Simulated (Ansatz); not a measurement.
The same redistribution along the group O, S, Se.

Isolated molecules relaxed with PBE0-D4/def2-TZVP in Ansatz; ΔE leaves out vibrations. CCSD(T)/CBS is the MP2 limit (def2-TZVPP, def2-QZVPP) plus CCSD(T) − MP2 in def2-TZVPP, frozen cores. This one scheme is used for every species. DFT in def2-TZVPP. B3LYP here is the variant with VWN-RPA as its local correlation; programs differ in this. For K, Se outer-core shells are correlated without core-valence functions, which leaves a few kJ/mol of doubt a bond. Scalar relativity is left out up to krypton. Each species was taken in one conformer, which may not be the lowest.

| reaction | B2PLYP (eV) | B3LYP-D4 (eV) | PBE-D4 (eV) | MP2/CBS(def2) (eV) |
| --- | --- | --- | --- | --- |
| `NBO` + `[Cl][K]` → `OBCl` + `[NH2][K]` | 2.68 | 2.69 | 2.54 | 2.63 |
| `NBS` + `[Cl][K]` → `SBCl` + `[NH2][K]` | 2.80 | 2.81 | 2.66 | 2.74 |
| `NB[SeH]` + `[Cl][K]` → `ClB[SeH]` + `[NH2][K]` | 2.82 | 2.83 | 2.67 | 2.76 |

Question: Give the CCSD(T)/CBS values in the same order. (An estimate is asked.)

Answer: Computed: 2.65, 2.76, 2.78 eV.

Largest T1 diagnostic: 0.013, for `SBCl`.
